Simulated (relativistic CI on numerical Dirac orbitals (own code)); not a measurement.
Hyperfine structure of As XXII, mass number 75

Method of calculation: Dirac-Coulomb-Breit CI, orbitals from a KLI potential per configuration, model QED (radiative potential, 1s self-energy scaled to tabulated hydrogen-like ionisation energies), unscaled Slater integrals (own radial code, finite nucleus).

Configuration list (outside the closed core [Ne]): 3s2, 3s 3p, 3p2, 3s 3d, 3d2, 3p 3d, 3p 4s, 3d 4s, 3s 4s, 3s 4p, 3s 4d, 3s 4f, 3s 5s, 3s 5p, 3s 5d, 4s2. Levels of other configurations are missing.

Nuclear spin I = 3/2, μ = 1.4383 μN, Q = 0.311 b (tables of Stone and Pyykkö). The electronic factors are computed for point nuclear moments, without core polarisation or the Bohr-Weisskopf and QED corrections.

| Level | E (cm⁻¹) | A (GHz) | B (GHz) |
| --- | --- | --- | --- |
| 3s 3p 3P°_1 | 357317 | 107.2 | -3.48 |
| 3s 3p 3P°_2 | 406941 | 64.21 | 7.31 |
| 3s 3p 1P°_1 | 543041 | -4.636 | 6.98 |
| 3p2 1D_2 | 853782 | 23.01 | 7.48 |
| 3p2 3P_1 | 860211 | -1.51 | 3.65 |
| 3p2 3P_2 | 919115 | 11.21 | -3.09 |
| 3s 3d 3D_1 | 1020414 | -48.16 | 0.566 |
| 3s 3d 3D_2 | 1024779 | 24.04 | 0.823 |

Levels with J = 0, under 50 % of one LS term, or S terms without an open s electron are left out. Small factors come from cancelling terms and can be off by tens of per cent or more.

At this charge energies of transitions that change n are usually good to better than 1 %, and those within a shell (Δn = 0) to a few per cent.

Q: Give the hyperfine levels of 3s 3p 3P°_1 relative to its centre of gravity.

A: With K = F(F + 1) − I(I + 1) − J(J + 1), E = AK/2 + B[¾K(K + 1) − I(I + 1)J(J + 1)]/[2I(2I − 1)J(2J − 1)]: F = 1/2: -272.3, F = 3/2: -103.7, F = 5/2: 159.9 GHz.

LS names give the leading component of a level, which can be under half, so a name can repeat, a term be missing and a line seem to break the LS rules.
